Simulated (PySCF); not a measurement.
Gas-phase reaction: 4 GeHF3 = 2 GeH2 + 3 F2 + 2 GeF3

Computed with PySCF and rigid-rotor harmonic-oscillator thermochemistry at 1 bar. † marks an energy on the PBE0/def2-TZVP geometry and frequencies; other levels use their own. MP2 freezes the core. 6-31G* has spherical d functions here. Open shells (unrestricted): GeF3 (multiplicity 2); the rest are closed-shell singlets. Ge: all electrons, no relativistic terms. GeHF3, GeH2, GeF3: computed as isolated molecules; such fragments, hydroxides, amides, oligomers or adducts are transient or little studied in the gas. MP2 isn't extrapolated to the basis-set limit; its ΔH°(298 K) is 2687.4 kJ in def2-SVP and 2749.0 kJ in def2-TZVPP. The harmonic model lacks anharmonicity and excited electronic states, which grow with temperature; levels with a mode under 35 cm⁻¹ are left out.

```tsv
level	ΔE electronic, kJ	ΔH°(298 K), kJ	ΔS°(298 K), J/K	ΔG°(1800 K), kJ
BLYP/def2-TZVP†	2387	2353	468	1543
HF/6-31G*	2616	2581	472	1758
MP2/def2-TZVPP†	2782	2749	468	1939
LDA/def2-TZVP†	2630	2597	468	1787
ωB97M-V/def2-TZVP†	2588	2555	468	1745
```
ΔH° is lowest at BLYP/def2-TZVP† and highest at MP2/def2-TZVPP†. No reference value is set beside these.
